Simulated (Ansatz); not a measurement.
C4H7Br, SMILES `CC(C)=CBr` at its PBE0-D4/def2-TZVP geometry, where that method's forces vanish. Total charge 0; spin multiplicity 1.

```xyz
12

C    -0.0948    0.3222   -1.3463
C     0.0920   -0.1241    0.0630
C    -0.6580    0.6499    1.1031
C     0.8606   -1.1370    0.4453
Br    1.8771   -2.2239   -0.7120
H     0.2122    1.3673   -1.4556
H     0.4739   -0.2827   -2.0503
H    -1.1536    0.2754   -1.6205
H    -0.3712    1.7061    1.0754
H    -0.4754    0.2707    2.1091
H    -1.7347    0.6084    0.9092
H     0.9719   -1.4323    1.4796
```

Question: What forces (eV/Å) does ωB97M-V/def2-TZVPP give on these atoms in Ansatz 0.2.0? (Estimate.)

Answer: Computed: 
```
C1  -0.031  0.079 -0.265
C2   0.181 -0.243  0.122
C3  -0.151  0.163  0.163
C4  -0.115  0.123  0.133
Br5  0.076 -0.078 -0.103
H6  -0.017 -0.083  0.016
H7  -0.054  0.061  0.045
H8   0.081 -0.004  0.028
H9  -0.019 -0.088 -0.001
H10 -0.011  0.025 -0.074
H11  0.089 -0.001  0.012
H12 -0.028  0.047 -0.077
```
